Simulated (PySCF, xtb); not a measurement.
Bi(Me)(OH)2 (CH₅BiO₂), SMILES [CH3][Bi]([OH])[OH].

GFN2-xTB (xtb 6.7.1) at its own geometry gives an orbital gap of 6.53 eV and a dipole moment of 2.72 D.

Coordinates come from a B3LYP-D3(BJ)/def2-SVP optimisation. The structure was generated by enumeration; whether it is a known compound was not checked. The def2 effective core potentials stand for the cores of Bi; spin–orbit coupling is left out. One conformer was computed; it need not be the lowest.

What does PBE/def2-TZVP (PySCF) give? (An estimate is asked for; the answer gives what the named calculation found.)

gap 4.81 eV (levels -6.38 and -1.57 eV), dipole 2.71 D.
